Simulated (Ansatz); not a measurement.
Geometry optimisation, DFT PBE, scalar-relativistic, plane waves, PAW (Ansatz).

input.yaml

```yaml
crystal:
  lattice:
    - [7.398, 0.0, 0.0]
    - [-3.699, 6.406856, 0.0]
    - [0.0, 0.0, 13.0]
  atoms:
    - { symbol: C, position: [0.0, 0.0, 0.0769231] }
    - { symbol: C, position: [0.2222222, 0.1111111, 0.0769231] }
    - { symbol: C, position: [0.0, 0.3333333, 0.0769231] }
    - { symbol: C, position: [0.2222222, 0.4444444, 0.0769231] }
    - { symbol: C, position: [0.0, 0.6666667, 0.0769231] }
    - { symbol: C, position: [0.2222222, 0.7777778, 0.0769231] }
    - { symbol: C, position: [0.3333333, 0.0, 0.0769231] }
    - { symbol: C, position: [0.5555556, 0.1111111, 0.0769231] }
    - { symbol: C, position: [0.3333333, 0.3333333, 0.0769231] }
    - { symbol: C, position: [0.5555556, 0.4444444, 0.0769231] }
    - { symbol: C, position: [0.3333333, 0.6666667, 0.0769231] }
    - { symbol: C, position: [0.5555556, 0.7777778, 0.0769231] }
    - { symbol: C, position: [0.6666667, 0.0, 0.0769231] }
    - { symbol: C, position: [0.8888889, 0.1111111, 0.0769231] }
    - { symbol: C, position: [0.6666667, 0.3333333, 0.0769231] }
    - { symbol: C, position: [0.8888889, 0.4444444, 0.0769231] }
    - { symbol: C, position: [0.6666667, 0.6666667, 0.0769231] }
    - { symbol: C, position: [0.8888889, 0.7777778, 0.0769231] }
    - { symbol: Cu, position: [0.6562354, 0.6777738, 0.24], spin: 1.0 }
magnetization:
  spin_polarized: true
basis:
  ecutwfc: 420.0
kpoints:
  mp_grid: { grid: [2, 2, 1] }
hamiltonian:
  xc: pbe
scf:
  occupations: { method: fermi_dirac, width: 0.05 }
  lower_state_search: "off"
relax:
  f_tol: 0.03
  max_steps: 60
  adjacent_minimum: "off"
output:
  write_density: true
  write_potential: true
  elf: true
  volumetric_format: npy
```

Run as:

```bash
$ ansatz run input.yaml --threads 2 --pin off --max-ram 5120MiB --backend cpu --events-out ev --progress --plain --runs-dir out
```

Problem. Where does it end, and by what steps?

Solution. The forces met the threshold. Limits of this set-up: coarse k mesh, slab without dipole correction. After 3 steps the energy has fallen by 0.066 eV; C17 moved furthest, 0.11 Å.

```
step  energy less start (eV)  largest force component (eV/Å)  accepted
   0                  0.0000                           0.768       yes
   1                 -0.0489                           0.498       yes
   2                 -0.0655                           0.049       yes
   3                 -0.0657                           0.011       yes
```

```xyz
19
Lattice="7.3980 0.0000 0.0000 -3.6990 6.4069 0.0000 0.0000 0.0000 13.0000" Properties=species:S:1:pos:R:3
C 0.002 0.004 0.985
C 1.234 0.711 0.973
C -1.233 2.136 0.978
C -0.001 2.847 0.983
C -2.463 4.271 0.986
C -1.233 4.985 0.976
C 2.466 0.000 0.980
C 3.698 0.711 0.976
C 1.231 2.132 0.985
C 2.466 2.832 1.028
C -0.005 4.271 0.991
C 1.220 4.991 1.042
C 4.929 0.005 0.991
C 6.165 0.713 0.982
C 3.701 2.133 0.986
C 4.932 2.847 0.984
C 2.468 4.270 1.114
C 3.712 4.990 1.028
Cu 2.350 4.340 3.153
```

Whether the end is a true minimum wasn't checked by a vibrational analysis.

Run time: 61 s on 2 threads of Intel(R) Xeon(R) Platinum 8488C (Sapphire Rapids), on a shared host, peak memory 1.1 GiB.
